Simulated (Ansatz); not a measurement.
Consider the atomization: stibine → 3 H• + Sb•.

Calculated with Ansatz (gas phase, PBE0-D4/def2-TZVP geometries, no zero-point term in ΔE). CCSD(T)/CBS adds triple-zeta CCSD(T) − MP2 to the extrapolated MP2 energy (def2 sets, frozen cores). This one scheme is used for every species, atoms too. Open shells (•) are unrestricted, without spin–orbit coupling. Elements past krypton have def2 core potentials. For Sb outer-core shells are correlated without core-valence functions, so the limit isn't a true one: a few kJ/mol of doubt a bond, and 10 to 20 or more in all where bonds break to atoms.

```json
{"species": "`[SbH3]`", "CCSD(T)/CBS(def2) energy (Eh)": "-241.78682"}
{"species": "H•", "CCSD(T)/CBS(def2) energy (Eh)": "-0.50000"}
{"species": "Sb•", "CCSD(T)/CBS(def2) energy (Eh)": "-239.97063"}
```

**Question.** Work out ΔE.

**Answer.** ΔE = 3 × (-0.50000) + (-239.97063) − (-241.78682) = 0.31619 Eh = +830.2 kJ/mol.

Largest T1 diagnostic among the species: 0.014.

At CCSD(T), def2-SVP lies −88.0 kJ/mol from the extrapolated value and def2-TZVPP −23.7 kJ/mol: correlation converges slowly with the basis, and small sets miss more of it in the bonded molecule than in its fragments. The D4 term adds +6.6 kJ/mol with B3LYP and +3.3 kJ/mol with PBE0; it sums over pairs of atoms, weighted by their polarisabilities, and B3LYP, whose exchange is more repulsive, gets the larger term.

B3LYP here is the variant with VWN-RPA as its local correlation; programs differ in this.

For atomizations the MP2-based limit and the directly extrapolated one differ by several kJ/mol either way, and by 10 to 25 for some Ge, Se and Sn compounds, so smaller differences from it don't rank the levels.
